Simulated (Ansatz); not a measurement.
Cost against result

Saddle point of GaSiH₅O, closed shell (GaSiH₅O ([OH][GaH][SiH3]) → GaHO ([O][GaH]) + SiH₄; bonds formed: Si2–H4; bonds broken: Ga1–Si2, O3–H4), PBE0-D4/def2-TZVP structure:

```xyz
8
angstrom
Ga -1.4855 0.9266 0.0836
Si 0.9702 -0.5729 0.0096
O -1.7263 0.2353 -1.4457
H -0.4664 -0.2573 -0.9637
H -1.5756 1.6996 1.4059
H 2.1771 -0.1672 -0.7599
H 1.0457 -2.0202 0.3459
H 1.0610 0.1560 1.3242
```

Barriers are electronic and count from the start structure reached by relaxing down the imaginary mode.

Program: Ansatz 0.2.0. Basis: as named in each row. Cores are frozen in the correlated methods. Filled d shells of the heavier atoms are correlated. The def2 sets are not built for correlating such inner shells, so the correlated values are less sure here. B3LYP uses VWN-RPA correlation. Extrapolation: Hartree–Fock as exp(−7.88 √X), correlation as X^−2.97.

Times are rough, for one single point on 4 threads of a shared host (Intel Xeon).

The estimate by CCSD(T) at an estimated basis limit (MP2 extrapolated from triple and quadruple zeta, plus CCSD(T) − MP2 in triple zeta) is 3.224 eV.

| method | basis | time (s) | barrier (eV) | method less estimate |
| --- | --- | --- | --- | --- |
| HF | STO-3G | under 1 | 5.061 | 1.837 |
| SPW92 | def2-SVP | under 1 | 2.698 | -0.526 |
| PBE-D4 | def2-SVP | 1 | 2.773 | -0.451 |
| PBE-D4 | STO-3G | 1 | 2.324 | -0.900 |
| B3LYP-D4 | 6-31G | 2 | 3.173 | -0.051 |
| PBE0-D4 | def2-SVP | 2 | 3.204 | -0.020 |
| SPW92 | def2-TZVPP | 2 | 2.693 | -0.531 |
| BLYP-D4 | def2-TZVPP | 2 | 2.801 | -0.423 |
| PBE-D4 | def2-TZVPP | 3 | 2.763 | -0.461 |
| B3LYP-D4 | def2-TZVPP | 3 | 3.122 | -0.102 |
| PBE0-D4 | def2-TZVPP | 4 | 3.151 | -0.073 |
| BHLYP-D4 | def2-TZVPP | 4 | 3.550 | 0.326 |
| r2SCAN-D4 | def2-TZVPP | 4 | 3.008 | -0.216 |
| CAM-B3LYP-D4 | def2-TZVPP | 4 | 3.283 | 0.059 |
| CCSD(T) | def2-SVP | 4 | 3.324 | 0.100 |
| wB97M-V | def2-SVP | 6 | 3.326 | 0.102 |
| r2SCAN0-D4 | def2-TZVPP | 6 | 3.295 | 0.071 |
| RPA on PBE | def2-TZVPP | 7 | 3.091 | -0.133 |
| B2PLYP | def2-TZVPP | 8 | 3.093 | -0.131 |
| B97M-V | def2-TZVPP | 8 | 3.104 | -0.120 |
| wB97X-V | def2-TZVPP | 9 | 3.327 | 0.103 |
| PBE-QIDH | def2-TZVPP | 9 | 3.271 | 0.047 |
| wB97M-V | def2-TZVPP | 10 | 3.273 | 0.049 |
| MP2 | def2-QZVPP | 25 | 3.066 | -0.158 |
| CCSD(T) | def2-TZVPP | 50 | 3.207 | -0.017 |

All methods are single points on the PBE0-D4 structures.

T1 diagnostic: at most 0.026. The T1 diagnostic is large here, which may signal multireference character or strong orbital relaxation, so CCSD(T) is less sure.

Labels in which every atom is bracketed show which atoms are joined, not bond orders.
